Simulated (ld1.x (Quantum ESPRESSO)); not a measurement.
## Plane-wave convergence, PAW potential for Se (Z = 34)

* Element: selenium
* Generator: ld1.x (Quantum ESPRESSO) 7.5
* Type: PAW
* Functional: PBE
* Relativity: scalar-relativistic
* Frozen core: [Ar] 3d10
* Valence charge: 6
* Reference configuration: 4s2 4p4
* Partial waves: 4s (bound): rcut 1.30, rcutus 1.70 bohr; 4s channel at 0.9 Ry: rcut 1.30, rcutus 1.70 bohr; 4p (bound): rcut 1.65, rcutus 2.00 bohr; 4p channel at 1.35 Ry: rcut 1.65, rcutus 2.00 bohr; 4d channel at 0.1 Ry: rcut 1.65, rcutus 1.90 bohr
* Local potential: all-electron potential smoothed inside 1.90 bohr (lloc = -2)
* Core correction: Bessel-smoothed model core inside 0.82 bohr
* Augmentation charge: PSQ, inside the norm-conserving radii

The pseudo-atom Hamiltonian at the reference potential is diagonalised in spherical Bessel functions j_l(qr) that vanish at 20 bohr, with q² up to the cutoff. All-electron valence levels (Ry): 4s -1.2706, 4p -0.4786.

How do the lowest levels (Ry) of each channel move with the cutoff, and are there ghosts?

| cutoff (Ry) | s #1 | s #2 | p #1 | d #1 | d #2 | f #1 | f #2 | Σ f·Δε (mRy) |
| --- | --- | --- | --- | --- | --- | --- | --- | --- |
| 8 | -1.2676 | -0.0340 | -0.4618 | 0.0663 | 0.1460 | 0.1158 | 0.2448 | 74.0 |
| 10 | -1.2690 | -0.0343 | -0.4713 | 0.0663 | 0.1459 | 0.1158 | 0.2448 | 32.8 |
| 12 | -1.2700 | -0.0345 | -0.4757 | 0.0663 | 0.1459 | 0.1158 | 0.2448 | 13.4 |
| 15 | -1.2703 | -0.0345 | -0.4781 | 0.0663 | 0.1459 | 0.1158 | 0.2448 | 3.4 |
| 18 | -1.2704 | -0.0346 | -0.4785 | 0.0663 | 0.1459 | 0.1158 | 0.2448 | 1.5 |
| 21 | -1.2704 | -0.0346 | -0.4786 | 0.0663 | 0.1458 | 0.1158 | 0.2448 | 0.8 |
| 25 | -1.2706 | -0.0346 | -0.4787 | 0.0663 | 0.1458 | 0.1158 | 0.2448 | 0.5 |
| 30 | -1.2707 | -0.0346 | -0.4787 | 0.0663 | 0.1458 | 0.1158 | 0.2448 | 0.3 |
| 400 | -1.2707 | -0.0346 | -0.4787 | 0.0663 | 0.1458 | 0.1158 | 0.2448 | 0.0 |

Result: no extra level below or beside the all-electron valence levels (s, p, d, f tested); 10 mRy is reached at 15 Ry and 1 mRy at 21 Ry.
